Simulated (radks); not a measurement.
Values are calculated unless marked as measured or tabulated.
Task: Ni16+, configuration [Ne] 3s2. Level of theory: Dirac Kohn-Sham, LDA (Slater exchange, Perdew-Wang correlation), spin-unpolarised, spherical densities, finite nucleus; Fermi nuclear charge, rms radius 3.7757 fm (a radial shooting solver on a logarithmic mesh with Libxc functionals). Some entries of the table are withheld. Estimate them.

orbital,occ.,eigenvalue (eV),<r^2> (bohr^2),<r> (bohr)
1s1/2,2,-8764.791,0.003944,0.05415
2s1/2,2,-1524.361,(1),(2)
2p1/2,2,(3),0.05389,(4)
2p3/2,4,(5),0.05535,(6)
3s1/2,2,(7),0.4321,0.6167

Result: 
(1) 2s1/2 <r^2> (bohr^2): 0.06893
(2) 2s1/2 <r> (bohr): 0.2419
(3) 2p1/2 eigenvalue (eV): -1405.760
(4) 2p1/2 <r> (bohr): 0.2098
(5) 2p3/2 eigenvalue (eV): -1387.790
(6) 2p3/2 <r> (bohr): 0.2129
(7) 3s1/2 eigenvalue (eV): -554.1192
